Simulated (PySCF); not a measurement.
# Polarisability and C₆ of Cu(2+) (copper, charge +2)

[Ar] 3d9, 2D determinant. All numbers are calculated (PySCF 2.14, the spin-free X2C one-electron Hamiltonian (Gaussian nucleus), in aug-cc-pwCVTZ-DK with one added diffuse shell each of s, p, d, f, g type (11s10p8d5f4g, 152 functions)). Coupled (time-dependent) response in atomic units; α is the mean over directions.

```
method  mean α (bohr³)         α xx, yy, zz  C₆ (like pair)  S(−4)
 M06-L           3.177  3.038, 3.038, 3.454           8.788  4.985
```

S(−4) is the Cauchy moment in α(ω) = α(0) + S(−4) ω² + …

α(iu) at M06-L:

```tsv
u (hartree)	α(iu) (bohr³)
0	3.177
0.0500	3.164
0.100	3.128
0.200	2.997
0.300	2.815
0.500	2.417
0.750	1.991
1.00	1.669
1.50	1.235
2.00	0.9600
3.00	0.6362
5.00	0.3446
```

A single London oscillator, α(iu) = α/(1 + u²/ω²), gives C₆ = (3/4) ω α². Matching the computed C₆ needs ω = 4 × 8.788 / (3 × 3.177²) = 1.16 hartree.

For an ion, C₆ is the dispersion term alone; charge-induced terms of lower order in 1/R come first.

The components differ because the open shell of this determinant is not spherical; for a pure term their mean is the scalar polarisability.
